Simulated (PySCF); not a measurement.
Two species compared at the same levels of theory.

First species: C6H10F (charge +1).
Bonds: C1–C2, C2–C3, C2–C4, C4–F5, C4–C6, C6–C7, C4–C7. Hydrogens: H8, H9, H10 on C1; H11, H12, H13 on C3; H14, H15 on C6; H16, H17 on C7.

Second species: C₄H₂F₄.
SMILES: `C(=C/C(=C(F)F)F)/F`

Levels: B3LYP/def2-SVPD for HOMO energy, LUMO energy, HOMO–LUMO gap, static isotropic polarisability and electronic spatial extent ⟨r²⟩ about the centre of nuclear charge; TDDFT B3LYP/def2-SVPD for lowest singlet excitation; TDA B3LYP/def2-SVPD for lowest triplet excitation (Tamm–Dancoff); GFN2-xTB for rotational constant A and rotational constant C. Geometries: GFN2-xTB. All species are isolated and taken at one optimised geometry, non-relativistic unless stated; the electronic structure was computed with PySCF and density fitting.

Dipoles, sizes and rotational constants follow the conformer. The torsions of the flexible species, by atom-mapped SMILES:
- `[CH3:1][C+:2]([CH3:3])[C:4]1([F:5])[CH2:6][CH2:7]1`: C1–C2–C4–F5 180°
- `[F:1]/[CH:2]=[CH:3]\[C:4]([F:5])=[C:6]([F:7])[F:8]`: C2–C3–C4–F5 0°

Values for the first species:

| Property | Result |
| --- | --- |
| HOMO energy | -13.56 eV |
| LUMO energy | -8.27 eV |
| HOMO–LUMO gap | 5.29 eV |
| Lowest singlet excitation | 5.01 eV |
| Lowest triplet excitation (Tamm–Dancoff) | 3.44 eV |
| Static isotropic polarisability | 69.8 au |
| Electronic spatial extent ⟨r²⟩ about the centre of nuclear charge | 751 bohr² |
| Rotational constant A | 3.696 GHz |
| Rotational constant C | 1.711 GHz |

**Question.** Estimate the same properties for the second species, and the change in each.

**Answer.** 
| property | first | second | second less first |
| --- | --- | --- | --- |
| HOMO energy | -13.56 eV | -6.83 eV | +6.73 eV |
| LUMO energy | -8.27 eV | -1.43 eV | +6.84 eV |
| HOMO–LUMO gap | 5.29 eV | 5.40 eV | +0.11 eV |
| lowest singlet excitation | 5.01 eV | 5.70 eV | +0.69 eV |
| lowest triplet excitation (Tamm–Dancoff) | 3.44 eV | 3.15 eV | -0.29 eV |
| static isotropic polarisability | 69.8 au | 57.4 au | -12.4 au |
| electronic spatial extent ⟨r²⟩ about the centre of nuclear charge | 751 bohr² | 1051 bohr² | +300 bohr² |
| rotational constant A | 3.696 GHz | 4.583 GHz | +0.887 GHz |
| rotational constant C | 1.711 GHz | 0.933 GHz | -0.778 GHz |

On the first: The vertical singlet–triplet gap S1 − T1 is 1.57 eV (TDDFT singlet less Tamm–Dancoff triplet; S1: HOMO→LUMO, weight 0.96; T1: HOMO→LUMO, weight 0.99). In wavenumbers S1 is 40400 cm⁻¹ (1 eV = 8065.54 cm⁻¹).

On the second: S1 lies 0.30 eV above the HOMO–LUMO gap; its leading configuration is HOMO→LUMO, weight 0.96. The 8 singlets span 5.70 to 7.91 eV, and their oscillator strengths add up to 0.69.
